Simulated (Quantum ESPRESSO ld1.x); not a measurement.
Isoelectronic series with 6 electrons, all held in the configuration [He] 2s2 2p2, which need not be the ground one along the series. All-electron calculation, Dirac Kohn-Sham, BLYP, spin-unpolarised, spherical densities, point nucleus; open shells fill j = l - 1/2 first. Program: ld1.x of Quantum ESPRESSO 7.5. Total energies (hartree) and mean radii <r> (bohr):

ion    E (hartree)    2p1/2   2s1/2
C          -37.818    1.802   1.572
F3+        -95.487   0.8272  0.8775
Mg6+      -180.354   0.5473  0.6078
P9+       -292.529   0.4098  0.4648
Ar12+     -432.186   0.3275  0.3760
Sc15+     -599.552   0.2725  0.3154
Cr18+     -794.899   0.2331  0.2714
Co21+    -1018.553   0.2034  0.2380
Zn24+    -1270.888   0.1803  0.2117
As27+    -1552.337   0.1616  0.1904
Kr30+    -1863.391   0.1463  0.1728
Mo36+     -2576.60   0.1225  0.1455
Rh39+     -2980.08   0.1131  0.1346
Cd42+     -3415.81   0.1049  0.1251
Sb45+     -3884.67  0.09763  0.1167
Xe48+     -4387.62  0.09118  0.1092
